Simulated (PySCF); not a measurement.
How methods differ on the excitation energy of Os

Os [Xe] 4f14 5d6 6s2 (5D) → Os [Xe] 4f14 5d5 6s2 7s1 (7S), as a difference of total energies. All numbers are calculated (PySCF 2.14, scalar relativity by spin-free X2C-1e, in x2c-TZVPPall with one added diffuse shell each of s, p, d, f type (12s8p8d4f1g, 113 functions)). The calculations carry no spin-orbit coupling.

| method | excitation energy (eV) |
| --- | --- |
| UHF | 5.067 |
| M06 | 6.713 |
| wB97M-V | 6.526 |
| PW91 | 6.860 |

The promoted electron is Rydberg-like, and one or two diffuse shells describe it only roughly, which tends to raise the upper state.
